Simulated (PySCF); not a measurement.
Which determinant of KBr lies lowest?

Unrestricted PBE0; K pcseg-1, Br pcseg-1; no relativity (PySCF 2.14). Outer shells of the fragments: K 4s1; Br 3d10 4s2 4p5.

Followed along the bond (rough minima from three points):

```json
{"2Ms+1": "1", "unpaired": "none", "⟨S²⟩ at the start": "0.00", "R at minimum (Å)": "2.82", "Te (eV)": "0.00"}
{"2Ms+1": "3", "unpaired": "σ ↑, π ↑", "⟨S²⟩ at the start": "2.00", "R at minimum (Å)": "none in the scan", "Te (eV)": "≤ 4.02"}
```

Solutions found at the starting distance of 3.060 Å, counted from the lowest of them; the search is not exhaustive and high or unbound solutions are not listed, so other states can lie among these:

```
2Ms+1  unpaired   term  E (eV)  ⟨S²⟩  ⟨Lz²⟩   μ (D)
    1      none    ¹Σ⁺    0.00  0.00   0.00  -11.25
    3  σ ↑, π ↑     ³Π    4.00  2.00   1.00    2.45
    1  σ ↑, π ↓  mixed    4.02  1.00   1.00    2.59
    3      σ ↑↑    ³Σ⁺    4.23  2.00   0.00    2.37
    3      π ↑↑  mixed    5.62  2.00   2.00    0.46
    3      π ↑↑  mixed    5.70  2.00   2.00    0.79
    3  σ ↑, π ↑     ³Π    5.91  2.00   1.00    0.48
```

A term symbol is given only where ⟨S²⟩ and ⟨Lz²⟩ are close to those of a pure state; real π, δ and φ orbitals otherwise mix terms. A positive dipole means K(−)Br(+).

Counting both spins, an empty level lies below a filled one in some of these solutions, because spin and occupation are held.
